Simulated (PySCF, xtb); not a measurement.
Ti(F)4 anion (F₄Ti), SMILES [F][Ti]([F])([F])[F] (connectivity only; charge and spin as stated), charge -1, multiplicity 2.

Harmonic wavenumbers (cm⁻¹) from GFN2-xTB (xtb 6.7.1) at its own minimum, in rising order: 104, 180, 180, 202, 212, 439, 442, 511, 511.

What does PBE0-D3(BJ)/def2-SVPD run with PySCF give at its own minimum? (An estimate is asked for; the answer gives what the named calculation found.)

120, 155, 177, 187, 187, 563, 581, 636, 636. Paired by order, the mean absolute difference is 66 cm⁻¹ and the zero-point energies are 4.0 and 4.6 kcal/mol.
